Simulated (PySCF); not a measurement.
An unknown shows these calculated signals:

1H NMR (400 MHz, computed): δ 10.35 (s, 1H), 5.37 (t, 2H), 4.13 (t, 2H), 2.38 (s, 3H), 2.26 (s, 3H).

13C{1H} NMR (computed): δ 200.4 (CH), 182.2 (C), 140.0 (C), 30.4 (CH3), 24.3 (CH3).

- shielding tensors at PBE0/pcSseg-1 (GIAO)
- geometry: GFN2-xTB
- program: PySCF 2.14
- non-relativistic Hamiltonian, in vacuum, one conformer, rapidly exchanging positions averaged

Referencing at the same level of theory: TMS for 1H (σref 31.72), 13C (σref 186.93).

Which of these does the molecule contain: an amide, a tert-butyl group, a non-aromatic C=C double bond, an NH or NH2 group, a Si–H bond, an aldehyde?

Results:


- An amide: no.
- A tert-butyl group: no.
- A non-aromatic C=C double bond: yes.
- An NH or NH2 group: no.
- A Si–H bond: yes (δH 4.13 (t)).
- An aldehyde: yes (δC 200.4; δH 10.35 (s)).

The data belong to `CC(C)=C(C=O)[SiH2][SiH2]Cl`, C$_{5}$H$_{11}$ClOSi$_{2}$; they needn't prove each group on their own.

Carbon signals by region: 2 in the far downfield region (above 160 ppm), 1 in the sp2 and nitrile region (100–160 ppm), 2 below 50 ppm. Above 160 ppm: 200.4, aldehyde carbonyl carbon, 182.2, β carbon of a C=C–C=O unit.

Shifts are as computed. Against solution values, carbons near 30 ppm lie about +3 ppm off and those near 130 ppm about +5 ppm. Of 1309 compounds with measured shifts, 239 miss one by over three times the rms of a fit or turn the order of signals round; such compounds aren't used in these exercises. Multiplicities follow the n + 1 count of equivalent neighbours, as no J values were calculated; m marks all less simple cases, F and P coupling included.
